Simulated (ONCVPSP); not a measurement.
# How hard is this Pt ONCV potential?

ONCVPSP 4.0.1 input, shortened (lines: element, Z, core and valence counts, functional; n l f; lmax; l rc ep ncon nbas qcut; lloc lpopt rc5 dvloc0; l nproj debl; icmod fcfact rcfact), PBEsol, scalar-relativistic:

```
  Pt 78.00   10    4  -116133      upf
    1    0    2.00
    2    0    2.00
    2    1    6.00
    3    0    2.00
    3    1    6.00
    3    2   10.00
    4    0    2.00
    4    1    6.00
    4    2   10.00
    4    3   14.00
    5    0    2.00
    5    1    6.00
    5    2    9.50
    6    0    0.50
    2
    0    1.80    0.00    5    8    7.60
    1    1.55    0.00    3    6    7.60
    2    1.55    0.00    3    8    6.00
    4    1    1.25    0.00
    0    2    0.40
    1    3    3.10
    2    3    2.20
    1    0.30    0.00
```

Question: For each optimised wave give the share of its norm inside rc, the residual kinetic energy above qcut (Ha) and the cutoffs (Ha) for errors of 10, 1, 0.1 and 0.01 mHa per electron.

Answer:

```json
{"wave": "5s", "norm inside rc": "0.987", "residual KE": "1.1e-05", "10 mHa": "16.6", "1 mHa": "21.7", "0.1 mHa": "25.5", "0.01 mHa": "30.7"}
{"wave": "6s", "norm inside rc": "0.117", "residual KE": "1.2e-05", "10 mHa": "13.1", "1 mHa": "20.3", "0.1 mHa": "25.1", "0.01 mHa": "30.2"}
{"wave": "5p", "norm inside rc": "0.880", "residual KE": "1.3e-05", "10 mHa": "10.9", "1 mHa": "14.2", "0.1 mHa": "23.8", "0.01 mHa": "34.4"}
{"wave": "p projector 2", "norm inside rc": "0.049", "residual KE": "1.6e-05", "10 mHa": "9.4", "1 mHa": "12.8", "0.1 mHa": "24.4", "0.01 mHa": "31.8"}
{"wave": "p projector 3", "norm inside rc": "0.080", "residual KE": "1.6e-04", "10 mHa": "11.4", "1 mHa": "23.1", "0.1 mHa": "30.5", "0.01 mHa": "52.4"}
{"wave": "5d", "norm inside rc": "0.496", "residual KE": "7.9e-04", "10 mHa": "13.8", "1 mHa": "17.6", "0.1 mHa": "49.7", "0.01 mHa": "116.7"}
{"wave": "d projector 2", "norm inside rc": "0.081", "residual KE": "8.9e-04", "10 mHa": "13.8", "1 mHa": "17.8", "0.1 mHa": "28.4", "0.01 mHa": "56.9"}
{"wave": "d projector 3", "norm inside rc": "0.106", "residual KE": "4.4e-03", "10 mHa": "16.2", "1 mHa": "20.9", "0.1 mHa": "35.3", "0.01 mHa": "72.9"}
```

The occupied waves need 22 Ha and 50 Ha for 1 and 0.1 mHa.
